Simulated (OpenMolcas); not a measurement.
**Ir2+: moving or changing the point charges**

Ir2+ among 6 point charges of -1.7 e arranged as an octahedron (Oh), 2.09 Å from the ion.

* Program: OpenMolcas
* Method: SS-CASPT2, IPEA 0.25 Eh, imaginary shift 0.1 Eh (closed shells correlated: 5s 5p)
* Basis: ANO-RCC-VDZP [7s6p4d2f]
* Scalar Hamiltonian: DKH2, point nucleus
* Active space: 7 electrons in 5 orbitals (5d)
* State averaging: 2S+1 = 4 even, 10 roots; 2S+1 = 2 even, 40 roots
* Spin-orbit coupling: state interaction with AMFI integrals over the reference wave functions

Runs around this geometry, states (labels of O, the rotations of Oh). Energies in cm-1 above the lowest state or level, χT in cm3 K/mol; under a threefold ground state the first gap can be a small split of the lowest multiplet, not the spin-orbit step; 10Dq and B are least-squares fits to the states below 45000 cm-1, weighted by degeneracy, with a free offset, and given where the rms deviation is under 5 % of |10Dq| (or 100 cm-1) and under 700 cm-1.

```
R (Å)  q (e)  Ground state  First state of that spin   10Dq  B (rms of fit)  First gap with spin-orbit (degeneracies)  χT at 300 K  First state of another spin
 2.09   -1.1           4T1                  4T2 6980                                                       950 (2, 4)        3.355                      2E 8110
 2.09   -1.7           4T1                 4T2 11100  11636       671 (480)                                660 (2, 4)        3.257                      2E 4410
 2.28   -1.7           4T1                  4T2 7250                                                       920 (2, 4)        3.360                      2E 7620
```

Taking the first state of the same spin as R^-n, n = -ln(7250 / 11100) / ln(2.28 / 2.09) = 4.9 between the shortest and longest distance.

Scaling the charges by -1.1 / -1.7 = 0.65 scales the first state of the same spin by 6980 / 11100 = 0.63; with fixed orbitals a first-order splitting would follow the charge.

Roots that are degenerate in the reference are averaged as groups; the widest CASPT2 spread within a group is 330 cm-1 (the 3-fold group of multiplicity 4 near 6980 cm-1 above the lowest state of its run, R = 2.09, q = -1.1). Shifts and gaps below about the spread of the groups concerned are not significant. An orbital triplet at a regular site is open to Jahn-Teller coupling, which can distort the site and quench the lowest spin-orbit gaps and is left out. This shell can be high or low spin here, a state of another spin lies low, and with metal d orbitals alone active their balance is uncertain, so the ground spin may be wrong. Point charges give a weaker field than real ligands, and real ions of this kind are as a rule low spin; the high spin found here belongs to the model. Free-ion shares, where given, are those of the reference states; single-state CASPT2 does not remix them. Point charges carry no covalency, so the field is a model and not that of real ligands. No measured value stands beside these numbers.
